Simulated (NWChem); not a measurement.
System: GeN2H6; SMILES [NH2][GeH2][NH2]

Here is an NWChem input.

```
start job
memory heap 200 mb stack 900 mb global 1100 mb
geometry units angstroms noautosym nocenter noautoz
  Ge     0.312000    -0.006067    -0.199505
  N     -0.763710    -1.413167     0.257753
  N     -0.812035     1.436138    -0.247981
  H      1.424552     0.005163     0.877399
  H      0.962359    -0.045815    -1.604130
  H     -1.482401    -1.643251    -0.422922
  H     -0.278353    -2.262093     0.532690
  H     -1.230984     1.684470     0.643999
  H     -0.431823     2.271409    -0.683505
end
basis spherical
  * library def2-svpd
end
dft
  xc xpbe96 cpbe96
  iterations 150
end
property
  response 1 0.0
end
task dft property
```

Parts of the log:

```
             Northwest Computational Chemistry Package (NWChem) 7.3.0
             --------------------------------------------------------

                             Geometry "geometry" -> ""
                             -------------------------

 Output coordinates in angstroms (scale by  1.889725989 to convert to a.u.)

  No.       Tag          Charge          X              Y              Z
 ---- ---------------- ---------- -------------- -------------- --------------
    1 Ge                  32.0000     0.31200000    -0.00606700    -0.19950500
    2 N                    7.0000    -0.76371000    -1.41316700     0.25775300
    3 N                    7.0000    -0.81203500     1.43613800    -0.24798100
    4 H                    1.0000     1.42455200     0.00516300     0.87739900
    5 H                    1.0000     0.96235900    -0.04581500    -1.60413000
    6 H                    1.0000    -1.48240100    -1.64325100    -0.42292200
    7 H                    1.0000    -0.27835300    -2.26209300     0.53269000
    8 H                    1.0000    -1.23098400     1.68447000     0.64399900
    9 H                    1.0000    -0.43182300     2.27140900    -0.68350500

 Effective nuclear repulsion energy (a.u.)     215.0725479823

  pbe96 is a nonlocal functional; adding pw91lda local functional.
                              NWChem Property Module
                              ----------------------

                                 NWChem DFT Module
                                 -----------------

 Summary of "ao basis" -> "ao basis" (spherical)
 ------------------------------------------------------------------------------
       Tag                 Description            Shells   Functions and Types
 ---------------- ------------------------------  ------  ---------------------
 Ge                        def2-svpd                14       38   6s4p4d
 N                         def2-svpd                 8       20   4s2p2d
 H                         def2-svpd                 4        8   2s2p

            General Information
            -------------------
          SCF calculation type: DFT
          Wavefunction type:  closed shell.
          No. of atoms     :     9
          No. of electrons :    52
           Alpha electrons :    26
            Beta electrons :    26
          Charge           :     0
          Spin multiplicity:     1
          Use of symmetry is: off; symmetry adaption is: off
          Maximum number of iterations: 150
          AO basis - number of functions:   126
                     number of shells:    54
          Convergence on energy requested:  1.00D-06
          Convergence on density requested:  1.00D-05
          Convergence on gradient requested:  5.00D-04

              XC Information
              --------------
          PerdewBurkeErnzerhof Exchange Functional  1.000
            Perdew 1991 LDA Correlation Functional  1.000 local
           PerdewBurkeErnz. Correlation Functional  1.000 non-local

             Grid Information
             ----------------
          Grid used for XC integration:  medium
          Radial quadrature: Mura-Knowles
          Angular quadrature: Lebedev.
          Tag              B.-S. Rad. Rad. Pts. Rad. Cut. Ang. Pts.
          ---              ---------- --------- --------- ---------
          Ge                  1.25      112           9.0       590
          N                   0.65       49          11.0       434
          H                   0.35       45          12.0       434
          Grid pruning is: on
          Number of quadrature shells:   480
          Spatial weights used:  Erf1

      Superposition of Atomic Density Guess
      -------------------------------------

 Sum of atomic energies:       -2186.52838252

      Non-variational initial energy
      ------------------------------

 Total energy =   -2187.858029
 1-e energy   =   -3472.944947
 2-e energy   =    1070.014370
 HOMO         =      -0.334722
 LUMO         =       0.042417

   convergence    iter        energy       DeltaE   RMS-Dens  Diis-err
 ---------------- ----- ----------------- --------- --------- ---------
 d= 0,ls=0.0,diis     1  -2189.2751858719 -2.40D+03  1.98D-02  6.26D-01
 d= 0,ls=0.0,diis     2  -2189.1664325392  1.09D-01  1.12D-02  1.47D+00
 d= 0,ls=0.0,diis     3  -2189.3349538802 -1.69D-01  2.35D-03  9.41D-02
 d= 0,ls=0.0,diis     4  -2189.3450838831 -1.01D-02  3.07D-04  4.64D-03
 d= 0,ls=0.0,diis     5  -2189.3453423500 -2.58D-04  9.88D-05  1.56D-04
  Resetting Diis
 d= 0,ls=0.0,diis     6  -2189.3453511194 -8.77D-06  3.24D-05  1.23D-05
 d= 0,ls=0.0,diis     7  -2189.3453524510 -1.33D-06  1.20D-05  6.48D-07
 d= 0,ls=0.0,diis     8  -2189.3453524314  1.96D-08  6.65D-06  9.49D-07

         Total DFT energy =    -2189.345352431351
      One electron energy =    -3475.005825584788
           Coulomb energy =     1165.213799819240
    Exchange-Corr. energy =      -94.625874648069
 Nuclear repulsion energy =      215.072547982266

 Numeric. integr. density =       52.000004882983

                       DFT Final Molecular Orbital Analysis
                       ------------------------------------

[...]

 DFT Linear Response polarizability / au
 Frequency  =       0.0000000 / au
              X              Y              Z
 -----------------------------------------------
 X      52.4932679     -0.3850673     -0.7221340
 Y      -0.3850675     55.6117340     -2.3267290
 Z      -0.7221339     -2.3267295     48.9450295
 -----------------------------------------------
 Eigenvalues =      52.6335305     56.3494777     48.0670232
 Isotropic   =      52.3500105
 Anisotropic =       7.1854125
 -----------------------------------------------

 Magnetic Dipole Response Matrix (nonzero elements):

 Exiting AOResponse driver routine
```

Level: PBE/def2-SVPD. Coordinates come from a PBE0/def2-SVP optimisation.
